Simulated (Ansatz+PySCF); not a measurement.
The numbers below are computed, except where a source is named.
## PySCF 2.14.0 run

```python
from pyscf import gto, scf, mp

mol = gto.M(atom="""
Mg -1.011870 -1.011870 -1.011870
O -1.100490 -1.100490 1.100490
O -1.100490 1.100490 -1.100490
Mg -1.011870 1.011870 1.011870
O 1.100490 -1.100490 -1.100490
Mg 1.011870 -1.011870 1.011870
Mg 1.011870 1.011870 -1.011870
O 1.100490 1.100490 1.100490
""", basis='def2-svp', charge=0, spin=0)
mf = scf.RHF(mol)
mf.kernel()
pt = mp.MP2(mf, frozen=8).run()
print(mf.e_tot, pt.e_corr, pt.e_tot)
```

The script is written out from the run's settings.

Results

```yaml
Converged: yes
Reference_energy: -1097.59239 hartree
Correlation_energy: -0.94809 hartree
Total_energy: -1098.54048 hartree
```
